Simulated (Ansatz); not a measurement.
Sr6S5⁺. Total charge 1; doublet. Geometry r2SCAN-D4/def2-SVP, loosely relaxed.

Cartesian coordinates in Å:
```
Sr 4.112 -0.918 0.412
Sr -0.394 0.374 -0.171
Sr 0.604 -3.706 1.988
Sr -3.034 3.009 -1.570
Sr -3.516 -1.976 -0.898
Sr 1.661 3.785 -0.095
S 2.418 1.131 -0.276
S 3.173 -3.094 1.620
S -1.364 -2.194 0.814
S -1.002 3.236 0.239
S -2.659 0.355 -2.063
```

In the def2 sets Sr takes a core potential; there is no spin–orbit coupling. The geometry of the charge 1 doublet is only loosely relaxed. Another isomer (doublet) lies 1.51 eV lower at PBE0-D4/def2-TZVP; other spin states weren't run for this one.

(1) Estimate the α-spin orbital energies around the gap (eV) in Ansatz with PBE-D4/def2-TZVP, r2SCAN-D4/def2-TZVP, PBE0-D4/def2-TZVP.

## Answers

(1) 
```
orbital  PBE-D4/def2-TZVP  r2SCAN-D4/def2-TZVP  PBE0-D4/def2-TZVP
 HOMO−5             -7.32                -7.48              -8.27
 HOMO−4             -7.25                -7.42              -8.25
 HOMO−3             -7.20                -7.38              -8.17
 HOMO−2             -6.92                -7.10              -7.91
 HOMO−1             -6.82                -7.02              -7.81
   HOMO             -4.78                -4.70              -4.88
   LUMO             -4.57                -4.51              -4.21
 LUMO+1             -4.35                -4.20              -3.87
 LUMO+2             -4.18                -3.75              -3.64
 LUMO+3             -4.05                -3.50              -3.47
 LUMO+4             -3.41                -3.25              -2.83
 LUMO+5             -3.35                -3.21              -2.78
 β HOMO             -6.82                -7.02              -7.81
 β LUMO             -4.51                -4.02              -3.91
```
